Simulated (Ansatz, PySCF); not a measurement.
Ways to break one bond of [BH3-][NH3+] [azaniumylboranuide]:

A. [BH3-][NH3+] → [BH3-][NH2+] + H atom
B. [BH3-][NH3+] [azaniumylboranuide] -> [BH2-][NH3+] + H atom

Quantity: bond dissociation energy (enthalpy at 298 K, with B3LYP-D3(BJ) rigid-rotor harmonic-oscillator terms from PySCF), kcal/mol. Each molecule is optimised on its own at B3LYP-D3(BJ)/def2-TZVP (Ansatz, an electronic-structure program). Cores are frozen in the correlated levels unless marked. UHF or UKS for open shells. Spin-orbit coupling is left out. No relativistic terms. CBS marks a two-point X^-3 extrapolation of the correlation energy; Hartree-Fock from the larger set. The bracket is a focal-point correction in the basis named.

Task: Rank them by bond dissociation energy at RI-MP2/CBS(aug-cc-pVTZ,aug-cc-pVQZ)+[CCSD(T)-MP2]/aug-cc-pVTZ (Ansatz), lowest first.

Result: A (96.1 kcal/mol), B (102.0 kcal/mol)
